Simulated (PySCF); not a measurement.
Simulation results for CH₄AlFSi, Al₂FH₂N, AlFH₄NSi, Al₂FH₃O and others

All values are calculated (PySCF 2.14.0). Calculation on a computer-drawn molecule: the log of a Hartree-Fock and frozen-core CCSD(T) single point meant for a local Hartree-Fock minimum, with one planted fault or none, to be diagnosed. Offsets are logged minus clean, where the clean run is the same molecule without the fault. The reference is restricted for singlets and unrestricted otherwise, and also for a bond in bohr or an excited solution. Adding or removing an electron swaps singlet and doublet. The excited solution moves the top pair (singlet) or top alpha electron (doublet) to the lowest empty orbital. Highest occupied and lowest empty are orbital energies over both spins, largest force is the largest gradient component, triples share is (T) over the correlation energy, the T1 limit is 0.02 restricted and 0.045 unrestricted, electrons count all cores, a negative frequency is imaginary (commonest isotopes), and the dipole is about the centre of nuclear charge.

Common to all runs: meant charge 0; meant basis cc-pV(D+d)Z; logged SCF converged yes; possible faults no fault, one electron removed, one electron added, multiplicity raised by two, geometry at a saddle point, SCF held on an excited solution, minimal basis STO-3G, one bond length entered in bohr, all coordinates scaled.

(1) CH₄AlFSi

Logged structure:
```xyz
8
CH4AlFSi
F     -1.3426    -0.0324    -0.1061
Al    -0.6510     1.4588     0.1429
C      1.1878     1.4884     0.6339
Si     2.1290     0.0845     0.8215
H     -1.5910     2.7018    -0.0536
H      1.6863     2.4407     0.8082
H      1.5975    -1.2712     0.6205
H      3.5545     0.0781     1.1998
```

* meant multiplicity: 1
* logged electrons: 46
* logged basis functions: 94
* logged spin squared: 0
* logged highest occupied: -9.0866 eV
* logged lowest empty: 1.2358 eV
* logged largest force: 3.483e-05 hartree/bohr
* logged lowest frequency: 103.11 cm⁻¹
* logged T1 diagnostic: 0.015393
* logged D1 diagnostic: 0.046536
* logged triples share: 0.02719
* logged CC converged: yes
* logged dipole magnitude: 2.8407 debye
* logged SCF stable within its kind: yes
* logged energy HF: -670.52798 hartree
* logged energy CCSD(T): -671.06319 hartree
* planted fault: no fault
* HF energy offset from clean run: 0 kcal/mol
* CCSD(T) energy offset from clean run: 0 kcal/mol

Drawn bonds:
| atom | other atom | order |
| --- | --- | --- |
| 1 | 2 | 1 |
| 2 | 3 | 1 |
| 3 | 4 | 2 |
| 2 | 5 | 1 |
| 3 | 6 | 1 |
| 4 | 7 | 1 |
| 4 | 8 | 1 |

(2) CH₄AlFSi

Structure as in entry 1.

* meant multiplicity: 1
* logged electrons: 45
* logged basis functions: 94
* logged spin squared: 0.7553
* logged highest occupied: -16.671 eV
* logged lowest empty: -6.891 eV
* logged largest force: 0.060278 hartree/bohr
* logged T1 diagnostic: 0.014804
* logged D1 diagnostic: 0.042912
* logged triples share: 0.020526
* logged CC converged: yes
* logged dipole magnitude: 7.268 debye
* logged SCF stable within its kind: yes
* logged energy HF: -670.24396 hartree
* logged energy CCSD(T): -670.73057 hartree
* planted fault: one electron removed
* HF energy offset from clean run: 178.2 kcal/mol
* CCSD(T) energy offset from clean run: 208.7 kcal/mol

Drawn bonds:
| atom | other atom | order |
| --- | --- | --- |
| 1 | 2 | 1 |
| 2 | 3 | 1 |
| 3 | 4 | 2 |
| 2 | 5 | 1 |
| 3 | 6 | 1 |
| 4 | 7 | 1 |
| 4 | 8 | 1 |

(3) Al₂FH₂N

Logged structure:
```xyz
6
Al2FH2N
F      0.5580     2.2050    -1.6500
Al    -0.8511     2.5047    -0.8326
N     -2.1702     1.3253    -0.9309
Al    -3.8363     1.2612    -0.2117
H     -0.9612     3.8262    -0.0008
H     -1.9391     0.5244    -1.5097
```

- meant multiplicity: 1
- logged electrons: 44
- logged basis functions: 84
- logged spin squared: 0
- logged highest occupied: -4.6526 eV
- logged lowest empty: -3.0017 eV
- logged largest force: 0.014822 hartree/bohr
- logged CC converged: no
- logged dipole magnitude: 2.4981 debye
- logged SCF stable within its kind: no
- logged energy HF: -638.73229 hartree
- planted fault: SCF held on an excited solution
- HF energy offset from clean run: 188.3 kcal/mol

Drawn bonds:
| atom | other atom | order |
| --- | --- | --- |
| 1 | 2 | 1 |
| 2 | 3 | 1 |
| 3 | 4 | 1 |
| 2 | 5 | 1 |
| 3 | 6 | 1 |

Notes: CCSD not converged.

(4) AlFH₄NSi

Logged structure:
```xyz
8
AlFH4NSi
F     -0.1788    -1.7639     0.4642
Al    -0.4242    -0.1329     0.3745
N      0.9720     0.8956     0.0089
Si     2.6438     0.5244    -0.2989
H     -1.8596     0.4412     0.6039
H      0.7677     1.8802    -0.0670
H      2.8741    -0.9006     0.0333
H      3.5429     1.3899     0.5114
```

* meant multiplicity: 2
* logged electrons: 47
* logged basis functions: 94
* logged spin squared: 0.7538
* logged highest occupied: -8.4064 eV
* logged lowest empty: 1.7703 eV
* logged largest force: 1.163e-05 hartree/bohr
* logged lowest frequency: 95.654 cm⁻¹
* logged T1 diagnostic: 0.015336
* logged D1 diagnostic: 0.053185
* logged triples share: 0.021483
* logged CC converged: yes
* logged dipole magnitude: 2.4541 debye
* logged SCF stable within its kind: yes
* logged energy HF: -687.17662 hartree
* logged energy CCSD(T): -687.72683 hartree
* planted fault: no fault
* HF energy offset from clean run: 0 kcal/mol
* CCSD(T) energy offset from clean run: 0 kcal/mol

Drawn bonds:
| atom | other atom | order |
| --- | --- | --- |
| 1 | 2 | 1 |
| 2 | 3 | 1 |
| 3 | 4 | 1 |
| 2 | 5 | 1 |
| 3 | 6 | 1 |
| 4 | 7 | 1 |
| 4 | 8 | 1 |

(5) Al₂FH₃O

Logged structure:
```xyz
7
Al2FH3O
F      0.3843     1.5989     0.4952
Al    -1.1360     1.4629     0.7650
O     -1.7916     0.0507     0.6269
Al    -2.3610    -1.4157     0.4624
H     -1.8772     2.6680     1.1355
H     -2.8544    -1.8394    -0.8638
H     -2.3902    -2.3006     1.6446
```

* meant multiplicity: 1
* logged electrons: 46
* logged basis functions: 89
* logged spin squared: 0
* logged highest occupied: -11.711 eV
* logged lowest empty: 1.7847 eV
* logged largest force: 0.078444 hartree/bohr
* logged T1 diagnostic: 0.013211
* logged D1 diagnostic: 0.035078
* logged triples share: 0.015792
* logged CC converged: yes
* logged dipole magnitude: 1.3416 debye
* logged SCF stable within its kind: yes
* logged energy HF: -660.05014 hartree
* logged energy CCSD(T): -660.57604 hartree
* planted fault: all coordinates scaled, by -6.2 %
* HF energy offset from clean run: 20.2 kcal/mol
* CCSD(T) energy offset from clean run: 24.93 kcal/mol

Drawn bonds:
| atom | other atom | order |
| --- | --- | --- |
| 1 | 2 | 1 |
| 2 | 3 | 1 |
| 3 | 4 | 1 |
| 2 | 5 | 1 |
| 4 | 6 | 1 |
| 4 | 7 | 1 |

(6) Al₂ClFH

Logged structure:
```xyz
5
Al2ClFH
F      1.0994    -3.0952     0.2836
Al     2.3355    -2.0917    -0.2010
Al     1.7973     0.4903    -0.4803
Cl     2.4144     1.7518     1.1227
H      1.3227     1.2337    -1.7869
```

* meant multiplicity: 2
* logged electrons: 54
* logged basis functions: 88
* logged spin squared: 0
* logged highest occupied: -0.9336 eV
* logged lowest empty: 5.2521 eV
* logged largest force: 0.031003 hartree/bohr
* logged T1 diagnostic: 0.017862
* logged D1 diagnostic: 0.060681
* logged triples share: 0.022245
* logged CC converged: yes
* logged dipole magnitude: 4.0981 debye
* logged SCF stable within its kind: yes
* logged energy HF: -1043.4975 hartree
* logged energy CCSD(T): -1043.99537 hartree
* planted fault: one electron added
* HF energy offset from clean run: -3.988 kcal/mol
* CCSD(T) energy offset from clean run: -23.94 kcal/mol

Drawn bonds:
| atom | other atom | order |
| --- | --- | --- |
| 1 | 2 | 1 |
| 2 | 3 | 1 |
| 3 | 4 | 1 |
| 3 | 5 | 1 |

(7) Al₂ClFH

Structure as in entry 6.

- meant multiplicity: 2
- logged electrons: 53
- logged basis functions: 88
- logged spin squared: 3.7578
- logged highest occupied: -6.8439 eV
- logged lowest empty: -2.0727 eV
- logged largest force: 0.02627 hartree/bohr
- logged T1 diagnostic: 0.024846
- logged D1 diagnostic: 0.097737
- logged triples share: 0.021559
- logged CC converged: yes
- logged dipole magnitude: 2.6176 debye
- logged SCF stable within its kind: yes
- logged energy HF: -1043.37095 hartree
- logged energy CCSD(T): -1043.8166 hartree
- planted fault: multiplicity raised by two
- HF energy offset from clean run: 75.42 kcal/mol
- CCSD(T) energy offset from clean run: 88.24 kcal/mol

Drawn bonds:
| atom | other atom | order |
| --- | --- | --- |
| 1 | 2 | 1 |
| 2 | 3 | 1 |
| 3 | 4 | 1 |
| 3 | 5 | 1 |

(8) Al₂FH₂O

Logged structure:
```xyz
6
Al2FH2O
F      1.5131    -1.0997     0.9722
Al     0.9717     0.4670     1.0225
O      0.0584     1.0349    -0.2575
Al    -0.8539     1.5108    -1.5936
H     -0.1137     2.1528    -2.8268
H     -2.4161     1.3142    -1.5534
```

- meant multiplicity: 2
- logged electrons: 45
- logged basis functions: 84
- logged spin squared: 3.764
- logged highest occupied: -5.234 eV
- logged lowest empty: -3.2302 eV
- logged largest force: 0.062501 hartree/bohr
- logged T1 diagnostic: 0.053715
- logged D1 diagnostic: 0.32341
- logged triples share: 0.025473
- logged CC converged: yes
- logged dipole magnitude: 3.2109 debye
- logged SCF stable within its kind: yes
- logged energy HF: -659.25834 hartree
- logged energy CCSD(T): -659.76935 hartree
- planted fault: multiplicity raised by two
- HF energy offset from clean run: 134.7 kcal/mol
- CCSD(T) energy offset from clean run: 131.7 kcal/mol

Drawn bonds:
| atom | other atom | order |
| --- | --- | --- |
| 1 | 2 | 1 |
| 2 | 3 | 1 |
| 3 | 4 | 1 |
| 4 | 5 | 1 |
| 4 | 6 | 1 |

Notes: T1 above single-reference limit.
